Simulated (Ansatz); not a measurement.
Mo₃O₉⁺, that is (MoO3)3 with one electron fewer. Total charge 1; doublet. Geometry PBE-D4/def2-SVP, that of the neutral singlet; atoms count from 1.

```xyz
12

O    -2.605   -1.793   -1.039
Mo   -0.940   -1.630   -0.787
O    -0.207   -3.063   -1.308
O    -0.542   -1.262    1.033
Mo    0.289    0.136    2.014
O    -0.780    0.839    3.121
O     1.625   -0.424    2.888
O     0.804    1.367    0.662
Mo    0.655    1.491   -1.227
O     2.173    1.598   -1.966
O    -0.230    2.856   -1.693
O    -0.242   -0.116   -1.698
```

In the def2 sets Mo takes a core potential; there is no spin–orbit coupling.

Estimate the Mulliken populations from the PBE0/def2-TZVP orbitals of Ansatz.


```json
{"atom": "O1", "charge (e)": "-0.38", "spin (α − β)": "0.26", "d electrons": "–"}
{"atom": "Mo2", "charge (e)": "1.92", "spin (α − β)": "-0.15", "d electrons": "3.57"}
{"atom": "O3", "charge (e)": "-0.38", "spin (α − β)": "0.26", "d electrons": "–"}
{"atom": "O4", "charge (e)": "-0.81", "spin (α − β)": "0.01", "d electrons": "–"}
{"atom": "Mo5", "charge (e)": "1.92", "spin (α − β)": "-0.15", "d electrons": "3.57"}
{"atom": "O6", "charge (e)": "-0.38", "spin (α − β)": "0.26", "d electrons": "–"}
{"atom": "O7", "charge (e)": "-0.38", "spin (α − β)": "0.26", "d electrons": "–"}
{"atom": "O8", "charge (e)": "-0.81", "spin (α − β)": "-0.01", "d electrons": "–"}
{"atom": "Mo9", "charge (e)": "1.91", "spin (α − β)": "-0.11", "d electrons": "3.58"}
{"atom": "O10", "charge (e)": "-0.40", "spin (α − β)": "0.19", "d electrons": "–"}
{"atom": "O11", "charge (e)": "-0.40", "spin (α − β)": "0.19", "d electrons": "–"}
{"atom": "O12", "charge (e)": "-0.81", "spin (α − β)": "-0.01", "d electrons": "–"}
```
Mulliken values depend strongly on the basis.

Where does the spin sit?

Summed by element: O 1.41, Mo -0.41, of 1 unpaired in all. Largest on single atoms: O3 0.26, O7 0.26, O1 0.26.

And the Mayer bond orders between heavy atoms (over 0.3)?

O1–Mo2 1.85 (1.69 Å); Mo2–O3 1.85 (1.69 Å); Mo2–O4 0.79 (1.90 Å); Mo2–O12 0.82 (1.90 Å); O4–Mo5 0.79 (1.90 Å); Mo5–O6 1.85 (1.69 Å); Mo5–O7 1.85 (1.69 Å); Mo5–O8 0.82 (1.90 Å); O8–Mo9 0.77 (1.90 Å); Mo9–O10 1.89 (1.69 Å); Mo9–O11 1.89 (1.69 Å); Mo9–O12 0.77 (1.90 Å).
